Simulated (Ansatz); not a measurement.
The cluster K5⁺. Charge 1, multiplicity 1. Geometry PBE/def2-SVP; atoms count from 1.

| atom | x (Å) | y (Å) | z (Å) |
| --- | --- | --- | --- |
| K1 | -2.087 | -4.008 | 1.086 |
| K2 | -0.385 | 4.170 | 1.838 |
| K3 | 0.090 | -0.069 | 0.132 |
| K4 | -0.861 | -3.355 | -2.919 |
| K5 | 3.243 | 3.262 | -0.137 |

The restricted singlet is unstable towards broken spin symmetry in Hartree–Fock (as tested in another run); at PBE0/def2-TZVP this wasn't settled. The structure comes from a short search, and lower isomers may exist.

Q: Estimate the Mulliken populations from the PBE0/def2-TZVP orbitals of Ansatz.

A: 
```tsv
atom	charge (e)
K1	0.22
K2	0.22
K3	0.12
K4	0.22
K5	0.22
```
Mulliken values and Mayer orders depend strongly on the basis.

Q: And the Mayer bond orders between bonded heavy atoms (over 0.3)?

A: K1–K3 0.31 (4.60 Å); K1–K4 0.59 (4.24 Å); K2–K3 0.31 (4.59 Å); K2–K5 0.59 (4.23 Å); K3–K4 0.31 (4.58 Å); K3–K5 0.31 (4.59 Å).
